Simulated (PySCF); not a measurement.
PySCF input for Si(H)(F)(Br)(vinyl) (C2H4BrFSi), SMILES [SiH](F)(C=C)Br, TDDFT-PBE/def2-SVPD. The structure is a stationary point at PBE-D3(BJ)/def2-SVP. The structure was generated by enumeration, and PubChem lists no compound with its InChIKey, so it may never have been made. One conformer was computed; it need not be the lowest.

```python
import numpy as np
from pyscf import gto, scf, dft, tdscf

mol = gto.M(
    atom='''
    Si   -0.36180433    0.27548850    0.74414909
    F     0.83338506    1.21791000    1.35064766
    Br    0.55199988   -1.31597454   -0.52940253
    C    -1.46031471    1.35838023   -0.29019567
    C    -1.23122730    2.68211175   -0.40880782
    H    -1.03497533   -0.40386527    1.89363669
    H    -2.31295820    0.90134940   -0.82487959
    H    -0.38463645    3.16687981    0.10629839
    H    -1.87337891    3.33376438   -1.02586240
    ''',
    basis='def2-SVPD',
    charge=0,
    spin=0,
    max_memory=1600,
    verbose=4,
)
mf = dft.RKS(mol, xc='pbe').density_fit(auxbasis='def2-universal-jkfit')
mf.grids.level = 3
mf.conv_tol = 1e-9
mf.max_cycle = 100
mf.kernel()
mf.grids = dft.Grids(mol).set(level=1).build(with_non0tab=True)  # coarser grid for the response kernel
td = tdscf.TDDFT(mf)
td.singlet = True
td.nstates = 10
td.conv_tol = 1e-4
td.positive_eig_threshold = 1e-6
td.kernel(x0=td.get_init_guess(mf, 15))
td.analyze()
tt = tdscf.TDA(mf)
tt.singlet = False
tt.nstates = 4
tt.conv_tol = 1e-4
tt.positive_eig_threshold = 1e-6
tt.kernel(x0=tt.get_init_guess(mf, 9))
tt.analyze(verbose=3)
```

Log of the run:

```
PySCF version 2.14.0

[INPUT] verbose = 4
[INPUT] num. atoms = 9
[INPUT] num. electrons = 74
[INPUT] charge = 0
[INPUT] spin (= nelec alpha-beta = 2S) = 0
[INPUT] symmetry False subgroup None
[INPUT] Mole.unit = angstrom
[INPUT] Symbol           X                Y                Z      unit          X                Y                Z       unit  Magmom
[INPUT]  1 Si    -0.361804330000   0.275488500000   0.744149090000 AA   -0.683711094382   0.520597815467   1.406237975944 Bohr   0.0
[INPUT]  2 F      0.833385060000   1.217910000000   1.350647660000 AA    1.574869519704   2.301516344369   2.552354168185 Bohr   0.0
[INPUT]  3 Br     0.551999880000  -1.315974540000  -0.529402530000 AA    1.043128593993  -2.486831467500  -1.000425791352 Bohr   0.0
[INPUT]  4 C     -1.460314710000   1.358380230000  -0.290195670000 AA   -2.759594857574   2.566966607724  -0.548390338835 Bohr   0.0
[INPUT]  5 C     -1.231227300000   2.682111750000  -0.408807820000 AA   -2.326682394088   5.068456642978  -0.772534817380 Bohr   0.0
[INPUT]  6 H     -1.034975330000  -0.403865270000   1.893636690000 AA   -1.955819919381  -0.763194751524   3.578454723528 Bohr   0.0
[INPUT]  7 H     -2.312958200000   0.901349400000  -0.824879590000 AA   -4.370857535567   1.703303508541  -1.558796510844 Bohr   0.0
[INPUT]  8 H     -0.384636450000   3.166879810000   0.106298390000 AA   -0.726857548025   5.984535510315   0.200874844582 Bohr   0.0
[INPUT]  9 H     -1.873378910000   3.333764380000  -1.025862400000 AA   -3.540173067436   6.299901642030  -1.938598977489 Bohr   0.0

nuclear repulsion = 394.326094256877
number of shells = 66
number of NR pGTOs = 258
number of NR cGTOs = 160
basis = def2-SVPD
ecp = {}


[settings echo left out]
init E= -3040.06881228456
  HOMO = -0.304674685641535  LUMO = -0.124504917920434  gap/eV = 4.90267
cycle= 1 E= -3040.85822811811  delta_E= -0.789  |g|= 0.616  |ddm|= 4.19
  HOMO = -0.206470376919563  LUMO = -0.0473331568982496  gap/eV = 4.33034
cycle= 2 E= -3040.63015246929  delta_E= 0.228  |g|= 1.27  |ddm|= 1.94
  HOMO = -0.252525345384438  LUMO = -0.0733264065874493  gap/eV = 4.87625
cycle= 3 E= -3040.92964261653  delta_E= -0.299  |g|= 0.17  |ddm|=  1.3
  HOMO = -0.265792728009947  LUMO = -0.0855872323694871  gap/eV = 4.90364
cycle= 4 E= -3040.93509314153  delta_E= -0.00545  |g|= 0.0694  |ddm|= 0.264
  HOMO = -0.265027796416414  LUMO = -0.0822147006956104  gap/eV = 4.97460
cycle= 5 E= -3040.93606266127  delta_E= -0.00097  |g|= 0.0289  |ddm|= 0.0921
  HOMO = -0.26481007383841  LUMO = -0.0815099390028431  gap/eV = 4.98785
cycle= 6 E= -3040.93624604829  delta_E= -0.000183  |g|= 0.0128  |ddm|= 0.0408
  HOMO = -0.264635506719741  LUMO = -0.0819736380875451  gap/eV = 4.97048
cycle= 7 E= -3040.93629315253  delta_E= -4.71e-05  |g|= 0.00129  |ddm|= 0.0167
  HOMO = -0.264685348638023  LUMO = -0.0819383742621307  gap/eV = 4.97280
cycle= 8 E= -3040.93629353434  delta_E= -3.82e-07  |g|= 0.000388  |ddm|= 0.00229
  HOMO = -0.264657510679691  LUMO = -0.08193946195219  gap/eV = 4.97201
cycle= 9 E= -3040.93629356609  delta_E= -3.18e-08  |g|= 6e-05  |ddm|= 0.0006
  HOMO = -0.264664058741609  LUMO = -0.0819373453225825  gap/eV = 4.97225
cycle= 10 E= -3040.93629356677  delta_E= -6.76e-10  |g|= 2.99e-05  |ddm|= 0.000138
  HOMO = -0.264661528411701  LUMO = -0.0819435804034208  gap/eV = 4.97201
Extra cycle  E= -3040.93629356619  delta_E= 5.78e-10  |g|= 5.32e-05  |ddm|= 0.000136
converged SCF energy = -3040.93629356619
tot grids = 39296
Overwritten attributes  positive_eig_threshold  of <class 'pyscf.tdscf.rks.CasidaTDDFT'>


******** <class 'pyscf.tdscf.rks.CasidaTDDFT'> for <class 'pyscf.df.df_jk.DFRKS'> ********
nstates = 10 singlet
deg_eia_thresh = 1.000e-03
wfnsym = None
conv_tol = 0.0001
eigh lindep = 1e-12
eigh level_shift = 0
eigh max_cycle = 100


Excitation energies (eV)
[5.09903993 5.36832288 6.33615437 6.41416551 6.44952338 6.66932461
 6.79818014 6.96572457 6.98177895 7.19353932]

** Singlet excitation energies and oscillator strengths **
Excited State   1:      5.09904 eV    243.15 nm  f=0.0109
      36 -> 38       -0.31002
      37 -> 38        0.62909
Excited State   2:      5.36832 eV    230.96 nm  f=0.0075
      35 -> 38        0.58421
      36 -> 38        0.37650
      37 -> 38        0.12111
Excited State   3:      6.33615 eV    195.68 nm  f=0.0437
      33 -> 38        0.12183
      34 -> 38        0.56514
      35 -> 38       -0.19104
      36 -> 38        0.22815
      36 -> 40        0.11463
      37 -> 39        0.22078
Excited State   4:      6.41417 eV    193.30 nm  f=0.0307
      34 -> 38        0.35182
      36 -> 38       -0.12506
      37 -> 39       -0.54171
      37 -> 40       -0.18683
Excited State   5:      6.44952 eV    192.24 nm  f=0.1580
      33 -> 38       -0.18111
      34 -> 38        0.18742
      35 -> 38        0.23138
      35 -> 39       -0.11980
      36 -> 38       -0.31033
      36 -> 40       -0.21829
      37 -> 38       -0.19105
      37 -> 39        0.38450
      37 -> 40       -0.14354
Excited State   6:      6.66932 eV    185.90 nm  f=0.0010
      35 -> 39       -0.18252
      36 -> 39        0.66038
      37 -> 40       -0.11531
Excited State   7:      6.79818 eV    182.38 nm  f=0.0027
      33 -> 38       -0.37258
      35 -> 39       -0.31827
      37 -> 40        0.48447
Excited State   8:      6.96572 eV    177.99 nm  f=0.0182
      33 -> 38       -0.41577
      35 -> 39        0.14113
      35 -> 40       -0.17685
      36 -> 40        0.40030
      37 -> 40       -0.31371
Excited State   9:      6.98178 eV    177.58 nm  f=0.0749
      35 -> 39        0.54803
      35 -> 40       -0.10496
      36 -> 39        0.20683
      36 -> 40       -0.12821
      37 -> 40        0.26204
Excited State  10:      7.19354 eV    172.35 nm  f=0.0459
      35 -> 40       -0.54610
      36 -> 40       -0.37454

** Transition electric dipole moments (AU) **
state          X           Y           Z        Dip. S.      Osc.
  1         0.1073     -0.2700      0.0534      0.0872      0.0109
  2         0.1662     -0.1546      0.0748      0.0571      0.0075
  3         0.1247     -0.4982      0.1326      0.2813      0.0437
  4        -0.1299      0.4191      0.0532      0.1954      0.0307
  5        -0.2701      0.9435     -0.1924      1.0002      0.1580
  6         0.0214      0.0756      0.0073      0.0062      0.0010
  7         0.0190      0.0207      0.1236      0.0161      0.0027
  8         0.0182      0.2360     -0.2253      0.1068      0.0182
  9        -0.3238      0.4895      0.3053      0.4377      0.0749
 10        -0.1473     -0.4882     -0.0242      0.2606      0.0459

** Transition velocity dipole moments (imaginary part, AU) **
state          X           Y           Z        Dip. S.      Osc.
  1         0.0199     -0.0489      0.0081      0.0029      0.0102
  2         0.0320     -0.0292      0.0149      0.0021      0.0071
  3         0.0293     -0.1145      0.0310      0.0149      0.0427
  4        -0.0331      0.0985      0.0158      0.0111      0.0313
  5        -0.0650      0.2247     -0.0460      0.0568      0.1599
  6         0.0077      0.0175      0.0002      0.0004      0.0010
  7         0.0061      0.0030      0.0311      0.0010      0.0027
  8         0.0047      0.0623     -0.0592      0.0074      0.0193
  9        -0.0826      0.1238      0.0787      0.0283      0.0736
 10        -0.0406     -0.1282     -0.0067      0.0181      0.0457

** Transition magnetic dipole moments (imaginary part, AU) **
state          X           Y           Z
  1         0.1050     -0.0115     -0.0226
  2        -0.0321     -0.0569     -0.0255
  3         0.1134      0.5180     -0.2455
  4         0.0778      0.1734     -0.0150
  5         0.3368      0.7370      0.6202
  6         0.5375     -0.2400      0.1330
  7         0.0505      0.1139      0.1275
  8        -0.1116     -0.2415      0.0631
  9         0.0740      0.2820      0.2592
 10        -0.1080     -0.0036     -0.1678
Overwritten attributes  positive_eig_threshold  of <class 'pyscf.tdscf.rks.TDA'>


******** <class 'pyscf.tdscf.rks.TDA'> for <class 'pyscf.df.df_jk.DFRKS'> ********
nstates = 4 triplet
deg_eia_thresh = 1.000e-03
wfnsym = None
conv_tol = 0.0001
eigh lindep = 1e-12
eigh level_shift = 0
eigh max_cycle = 100


Excitation energies (eV)
[4.17219122 4.93089858 5.26653718 5.91496466]

** Triplet excitation energies and oscillator strengths **
Excited State   1:      4.17219 eV    297.17 nm  f=0.0000
Excited State   2:      4.93090 eV    251.44 nm  f=0.0000
Excited State   3:      5.26654 eV    235.42 nm  f=0.0000
Excited State   4:      5.91496 eV    209.61 nm  f=0.0000
```

Self-consistency was reached.

Cost: very roughly 100 core-seconds.
